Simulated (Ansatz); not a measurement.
```xyz
6

C     0.0261    0.0086   -0.6816
C     0.0386   -0.0100    0.7535
H    -0.0206   -0.9539   -1.2624
H    -0.0159    0.9232   -1.2561
H    -0.9154   -0.0433    1.2846
H     0.9649   -0.0379    1.2993
```

Basis set: def2-TZVP (spherical functions). Frozen core: 2 orbitals. Charge 0, multiplicity 3.

Computed with Ansatz (development build ahead of 0.2.0); each method stands on the lowest determinant of its kind that the runs found.

Task: Give the atomization energy at this shape (free ground-state atoms in the same class of orbitals less the molecule, no zero-point energy) of triplet C2H4 by UHF-MP2, UHF.

Result:

```json
{"method": "UHF-MP2", "atomization energy": "20.65 eV"}
{"method": "UHF", "atomization energy": "16.58 eV"}
```

Caution: another spin multiplicity may lie lower.
